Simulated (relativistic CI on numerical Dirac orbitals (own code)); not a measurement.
A ladder of approximations for the levels of Nd²⁺

Calculated with a relativistic CI code on KLI orbitals (one set per configuration, finite nucleus), adding one ingredient at a time: step 1, Dirac-Coulomb, each configuration alone; step 2, with Breit and QED terms; step 3, with configuration mixing; step 4, with scaled Slater integrals (0.85); step 5, with a P86 correlation estimate; step 6, tied to the ionisation limit. P86 is a density functional for the correlation energy, evaluated here for each configuration and added to its levels. Step 6 is semi-empirical: configurations made of the next ion and one excited electron move by 10858 cm⁻¹, so that their limit matches the tabulated ionisation energy, and those with a non-penetrating f or g electron also take the P86 value of the least penetrating other one.

Configurations in the expansion (outside the closed core [Xe]): 4f⁴, 4f³5d, 4f³6s, 4f³6p, 4f³7s, 4f³6d, 4f³5f, 4f²5d6p, 4f³7p, 4f²6s6p, 4f³7d, 4f²5d6s, 4f5d²6s, 4f5d6s², 4f5d6s6p, 4f5d6s7s, 4f5d6s6d, 4f5d5f6s, 4f²6s², 4f6s²6p, 4f6s²7s, 4f6s²6d, 4f5f6s².

Computed minus measured energy above the ground level, in cm⁻¹, for 15 of the 52 excited levels that pair in every step (one J of a term; a digit in brackets numbers repeated terms):

| Configuration | Term | J | Measured | Step 1 | Step 2 | Step 3 | Step 4 | Step 5 | Step 6 |
| --- | --- | --- | --- | --- | --- | --- | --- | --- | --- |
| 4f⁴ | 5I | 5 | 1138 | 86 | -41 | -101 | -98 | -94 | -88 |
| 4f⁴ | 5F | 2 | 10774 | 3137 | 3062 | 3352 | 1497 | 1481 | 1461 |
| 4f⁴ | 3K(2) | 6 | 14064 | 1932 | 1713 | 2081 | -46 | -68 | -94 |
| 4f³5d | 5L° | 6 | 15158 | -14985 | -14189 | -12397 | -12663 | -9404 | 1304 |
| 4f³5d | 5K° | 5 | 15262 | -14626 | -13836 | -12064 | -12359 | -9098 | 1608 |
| 4f⁴ | 5G | 3 | 15350 | 4606 | 4590 | 5097 | 2202 | 2170 | 2134 |
| 4f⁴ | 3H(4) | 5 | 16622 | 3977 | 3786 | 4213 | 1463 | 1438 | 1408 |
| 4f³5d | 5I° | 4 | 18884 | -11972 | -11204 | -9466 | -10613 | -7351 | 3350 |
| 4f³5d | 5H° | 3 | 19593 | -12273 | -11484 | -9804 | -11016 | -7751 | 2948 |
| 4f³5d | 3I° | 5 | 19617 | -12926 | -12192 | -10474 | -11501 | -8238 | 2467 |
| 4f³5d | 5G° | 2 | 21477 | -12022 | -11258 | -9596 | -11018 | -7752 | 2946 |
| 4f³5d | 3K° | 6 | 23120 | -12815 | -12241 | -10521 | -11831 | -8568 | 2137 |
| 4f³5d | 3G° | 3 | 23891 | -10969 | -10331 | -8718 | -10443 | -7175 | 3524 |
| 4f³5d | 3L° | 8 | 26677 | -12038 | -11301 | -9602 | -11644 | -8381 | 2327 |
| 4f³5d | 5F° | 2 | 31889 | -8858 | -8160 | -6460 | -9732 | -6467 | 4232 |

Mean absolute errors in cm⁻¹, over all paired levels and for the configurations:

```
Configuration, levels  Step 1  Step 2  Step 3  Step 4  Step 5  Step 6
              all, 52    9492    9046    7907    8378    6053    2121
              4f⁴, 15    2568    2332    2620     982     973     962
            4f³5d, 37   12299   11768   10051   11376    8113    2591
```

Measured levels: Ding et al., The Spectrum and Energy Levels of the Low-lying Configurations of Nd III (preprint, 2023).

The mean absolute error is lowest at step 6 (2121 cm⁻¹), and the largest single drop is from step 5 to 6 (6053 to 2121). Terms of the ground configuration are off by 2568 at first, 2620 with mixing and 982 after scaling, which stands in for the correlation that narrows term splittings. The Breit and QED terms change the top of the ground term (measured 5093) from 5659 to 5074. Mixing lowers the ground level by 1862, with 4f³5f as its largest admixture; relative to it the configurations that move most are 4f³5d by +1717. The P86 estimate moves 4f³5d by +3264, and takes the mean absolute error of the excited configurations from 11376 to 8113. Step 6 takes that error from 8113 to 2591; the error more than halves for 4f³5d.
